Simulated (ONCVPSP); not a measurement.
Scattering properties, ONCV potential for promethium

Pm, optimised norm-conserving Vanderbilt (ONCV), made with ONCVPSP 4.0.1 (PBEsol, scalar-relativistic). Core [Kr] 4d10 4f4, reference 5s2 5p6 5d1 6s1 (charge +1). Waves: 5s+6s: rc 2.15 bohr, ncon 5, nbas 8, qcut 5.7 1/bohr, 2 projectors; 5p: rc 2.65 bohr, ncon 5, nbas 9, qcut 4.2 1/bohr, 3 projectors, debl 2.6 Ha; 5d: rc 3.45 bohr, ncon 5, nbas 10, qcut 3.6 1/bohr, 1 projector; f scattering state at 0.03 Ha: rc 3.75 bohr, ncon 4, nbas 7, qcut 3 1/bohr, 2 projectors, debl 3.8 Ha. Local part: polynomial inside 2.00 bohr (lpopt 5, dvloc0 0 Ha). Core correction: Teter function, fcfact 1.5, rcfact 1.15.

The phase is arctan(r·R′/R) of the radial function R(r), unwrapped; energies in Ha, scanned from -3 to 5 Ha. A pole is an energy at which the radial function vanishes at the test radius. The pseudo phase is shifted by a multiple of π to meet the all-electron one at the reference energy, and phase errors are pseudo minus all-electron; the curves can meet again beyond the range given. Levels narrower than the energy grid can be missing from the lists of poles.

```csv
channel,radius (bohr),reference energy (Ha),"poles, all-electron","poles, pseudo",unbroken range about the reference energy with phases within 0.05 rad,phase error 1 Ha above the reference energy (rad)
s,2.18,-0.33,"-1.55, 4.14","-1.55, 2.75, 4.83",below 2.4,-0.011
p,2.69,-1.16,"-0.99, 2.47","-0.99, 2.47",the whole range,-0.000
d,3.50,-0.32,"-0.14, 1.69, 4.63","-0.14, 1.90, 4.95",below 0.3,+0.150
f,3.80,0.03,"-0.50, 0.74, 2.42, 4.89",1.03,-0.5 to 0.5,+0.164
```

Note: no bound ghost flagged but for a GHOST(-) flag that falls on a real empty level of the atom; GHOST(+) flagged for s at 81.9 eV, f at 102.7 eV.

Phases in the s channel:

| E (Ha) | all-electron | pseudo |
| --- | --- | --- |
| -2.98 | 1.143 | 1.143 |
| -2.54 | 0.826 | 0.825 |
| -2.10 | -0.869 | -0.869 |
| -1.66 | -1.515 | -1.516 |
| -1.22 | -1.682 | -1.682 |
| -0.78 | -1.794 | -1.794 |
| -0.34 | -1.923 | -1.923 |
| 0.10 | -2.150 | -2.151 |
| 0.54 | -2.728 | -2.734 |
| 0.98 | -3.749 | -3.769 |
| 1.42 | -4.246 | -4.266 |
| 1.86 | -4.440 | -4.464 |
| 2.30 | -4.539 | -4.577 |
| 2.74 | -4.600 | -4.706 |
| 3.18 | -4.644 | -7.571 |
| 3.62 | -4.678 | -7.752 |
| 4.06 | -4.707 | -7.801 |
| 4.50 | -4.735 | -7.834 |
| 4.94 | -4.762 | -7.860 |
